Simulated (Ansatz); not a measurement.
Energy difference 2 R1 → 0.5 P1 + P2, each structure at its B3LYP-D3(BJ)/def2-TZVP stationary point, reached from a drawn start (curvature not checked).
P1: S2 (SMILES [S][S]), charge 0, multiplicity 3.
R1, OS (SMILES O=S) (charge 0, multiplicity 3, Z-matrix in Å and degrees):
```
S
O 1 1.4899
```
P2: SO2 (SMILES O=[S+][O-]), charge 0, multiplicity 1.

P less R. No zero-point or thermal terms; singlets are restricted closed shells; open shells are unrestricted; no spin–orbit coupling.

Correlated levels freeze the cores. CBS(a, b) extrapolates the correlation energy as X⁻³ and adds the Hartree–Fock energy of set b.

Run with Ansatz (Gaussian basis) for Hartree–Fock, density functionals and correlated methods. Each number belongs to the level named beside it.

Task: Estimate the reaction energy that CCSD(T)/cc-pV(Q+d)Z returns for this input.

Result: -241 kJ/mol

Task: What is the computed reaction energy (wB97X-V/def2-TZVPP)?

Result: -220 kJ/mol

Task: What reaction energy does CCSD(T)/CBS(cc-pV(T+d)Z, cc-pV(Q+d)Z) give?

Result: -250 kJ/mol

Ansatz is a first-principles code.
